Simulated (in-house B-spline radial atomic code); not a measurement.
A calculation on Ne3+: its settings, and results tabulated from the run. Method: non-relativistic OLYP, spin-polarised, spherical fractional occupations, point nucleus. Calculated with a radial B-spline atomic code at the basis-set limit.

Command:
```bash
python run_scf.py task.json out
```
Settings:
```
Z                10
configuration    [He] 2s2 2p3
hamiltonian      nr
method           optx,lyp
spin_polarised   True
```

Output (hartree, bohr):
```
 radial grid: 40 intervals, B-splines of order 8, outer radius 10.8108 bohr

 iter        energy (Eh)    residual
    1        -121.603081    3.34e-01
    2        -124.059595    1.30e-01
    3        -124.289003    4.81e-02
    4        -124.320180    1.79e-02
    5        -124.323855    5.17e-03
    6        -124.324349    2.06e-04
    7        -124.324349    6.30e-06
    8        -124.324349    8.80e-07
    9        -124.324349    1.85e-08

 total energy                      -124.32435
 kinetic                             124.1527
 electron-nucleus                   -281.3010
 Hartree                              43.5385
 exchange-correlation                -10.7145

 orbital      occ     eigenvalue          <r>       <r^2>       <1/r>     <1/r^3>     <1/r^2>       r_max
 1s up      1.000       -33.5841     0.158243   0.0337702     9.59834           -     186.777      0.1029
 1s down    1.000       -33.4750     0.157388   0.0333619     9.63451           -     187.878      0.1028
 2s up      1.000        -3.9183     0.786847    0.734277      1.8537           -     14.2778      0.6429
 2s down    1.000        -3.5963     0.812503    0.786173     1.78389           -     13.1354      0.6557
 2p up      3.000        -3.0909     0.741921    0.683709     1.75322     16.7609     4.29814      0.5557
```

Cost of the run: 0.05 s on 1 thread of Arm Neoverse V2, on a shared host.
